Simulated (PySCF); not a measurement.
Job file and geometry (Å, from PBE0-D3(BJ)/def2-SVP) of an NMR shielding run on `C1CC[N]([AlH2-][N+](C)(C)C)C1`, C7H19AlN2, GIAO PBE0/pcSseg-1 NMR shielding, non-relativistic, gas phase (PySCF); density fitting, a coarse starting grid and PySCF grid level 2 are the driver's defaults:

```
$ OMP_NUM_THREADS=1 python probes_run.py task.json out

{"job": {"kind": "nmr", "xc": "PBE0", "basis": "pcSseg-1"}, "charge": 0, "multiplicity": 1}
C     -3.212791    -0.095472    -0.787733
N     -1.954156    -0.435472    -0.123638
C     -2.102719    -0.405689     1.334123
C     -1.466516    -1.747432    -0.558625
Al    -0.507464     0.978136    -0.647118
N      0.990310     0.371826     0.187060
C      2.051066    -0.402928    -0.411662
C      3.334175     0.394932    -0.121477
C      3.001562     1.176862     1.166115
C      1.525258     0.826038     1.449797
H     -3.531237     0.908626    -0.473676
H     -3.060169    -0.087413    -1.875957
H     -4.005788    -0.821994    -0.535885
H     -2.439204     0.592015     1.647224
H     -2.832766    -1.162334     1.672803
H     -1.126029    -0.605328     1.796057
H     -1.323851    -1.741001    -1.648000
H     -2.181708    -2.544660    -0.288236
H     -0.496981    -1.941918    -0.080659
H     -0.521636     0.758660    -2.240775
H     -1.180393     2.276782     0.020564
H      2.136565    -1.411196     0.055869
H      1.878632    -0.563451    -1.488367
H      3.536613     1.087952    -0.951891
H      4.217333    -0.253479    -0.013610
H      3.655535     0.901749     2.007818
H      3.117294     2.259140     1.006194
H      0.950023     1.677462     1.848538
H      1.488284     0.023456     2.221387
```

**Question.** Write the output of this run.

**Answer.** 
```
coarse grid: 23136 points
cycle   1  E = -629.3744273771  dE =  7.964e-01  |g| = 5.032e-01  |ddm| = 4.571e+00
cycle   2  E = -629.3241348762  dE =  5.029e-02  |g| = 7.058e-01  |ddm| = 1.331e+00
cycle   3  E = -629.4403894129  dE = -1.163e-01  |g| = 1.068e-01  |ddm| = 8.632e-01
cycle   4  E = -629.4425921233  dE = -2.203e-03  |g| = 3.660e-02  |ddm| = 1.139e-01
cycle   5  E = -629.4428851066  dE = -2.930e-04  |g| = 9.771e-03  |ddm| = 3.681e-02
cycle   6  E = -629.4429052570  dE = -2.015e-05  |g| = 2.366e-03  |ddm| = 1.116e-02
cycle   7  E = -629.4429066461  dE = -1.389e-06  |g| = 5.190e-04  |ddm| = 2.879e-03
final grid: 214400 points
cycle   8  E = -629.5010435833  dE = -7.763e-05  |g| = 1.164e-02  |ddm| = 5.201e-02
cycle   9  E = -629.5010220420  dE =  2.154e-05  |g| = 1.511e-02  |ddm| = 2.462e-02
cycle  10  E = -629.5010777004  dE = -5.566e-05  |g| = 1.833e-03  |ddm| = 1.484e-02
cycle  11  E = -629.5010784019  dE = -7.015e-07  |g| = 3.546e-04  |ddm| = 1.822e-03
cycle  12  E = -629.5010784284  dE = -2.650e-08  |g| = 1.124e-04  |ddm| = 4.620e-04
cycle  13  E = -629.5010784310  dE = -2.567e-09  |g| = 4.345e-05  |ddm| = 1.494e-04
cycle  14  E = -629.5010784314  dE = -4.125e-10  |g| = 6.757e-06  |ddm| = 4.452e-05
converged SCF energy = -629.5010784314

GIAO shielding tensors (ppm)
atom      isotropic    diamagn.    paramagn.     s11        s22        s33       span
  0 C      140.426     245.565    -105.138    116.258    119.590    185.431     69.173
  1 N      219.294     326.145    -106.851    199.226    227.299    231.356     32.130
  2 C      137.791     250.689    -112.898    115.759    117.321    180.292     64.533
  3 C      137.820     251.523    -113.702    115.994    117.479    179.988     63.994
  4 Al     422.233     801.235    -379.002    387.159    433.291    446.250     59.091
  5 N      192.939     327.437    -134.498    154.070    180.964    243.782     89.713
  6 C      130.776     243.125    -112.349     97.817    127.285    167.225     69.408
  7 C      156.115     250.215     -94.100    130.424    162.315    175.606     45.183
  8 C      157.008     250.401     -93.393    129.700    165.518    175.805     46.105
  9 C      131.366     242.793    -111.427     97.439    127.984    168.674     71.235
 10 H       28.786      29.604      -0.817     24.301     26.633     35.426     11.125
 11 H       28.753      29.722      -0.969     24.227     26.700     35.334     11.107
 12 H       29.500      28.041       1.458     25.852     26.616     36.031     10.179
 13 H       28.767      32.481      -3.713     25.062     26.414     34.826      9.764
 14 H       29.546      31.026      -1.480     25.846     27.068     35.723      9.877
 15 H       28.556      33.458      -4.902     23.184     29.064     33.419     10.235
 16 H       28.791      33.096      -4.305     25.080     26.541     34.752      9.672
 17 H       29.557      31.547      -1.990     25.824     27.151     35.695      9.871
 18 H       28.536      33.974      -5.438     23.218     29.055     33.334     10.116
 19 H       27.528      34.230      -6.701     24.003     26.785     31.797      7.794
 20 H       27.522      34.210      -6.688     24.021     26.707     31.838      7.818
 21 H       28.725      31.500      -2.775     21.649     29.224     35.301     13.652
 22 H       27.857      31.930      -4.073     22.794     28.093     32.682      9.888
 23 H       29.908      29.935      -0.027     24.828     27.747     37.150     12.322
 24 H       29.864      28.844       1.019     25.002     27.203     37.386     12.384
 25 H       29.916      28.784       1.133     24.963     27.366     37.419     12.457
 26 H       29.816      29.455       0.361     24.752     27.617     37.078     12.326
 27 H       27.817      31.521      -3.704     22.715     28.060     32.676      9.960
 28 H       28.630      31.246      -2.616     21.382     29.278     35.229     13.847
```

**Question.** Turn these shieldings into chemical shifts. Referencing at the same level of theory: 13C (σref 184.41), 1H (σref 31.27) against TMS; 15N (σref 265.67) against NH3; AlH4- for 27Al (σref 489.28).

**Answer.** Averaging equivalent atoms: C 6/9: 53.3; C 0/2/3: 45.7; C 7/8: 27.8; N 5: 72.7; N 1: 46.4; Al 4: 67.0; H 19/20: 3.74; H 21/22/27/28: 3.01; H 10/11/12/13/14/15/16/17/18: 2.29; H 23/24/25/26: 1.39 ppm. Experimental scales use liquid or dissolved standards, which lie at an offset from isolated NH3 (liquid NH3: subtract about 20 ppm).

Size and cost of the density-fitted run: 272 basis functions, 74 s wall time on 1 thread of an Arm Neoverse V2, shared host; peak memory 1.3 GiB.
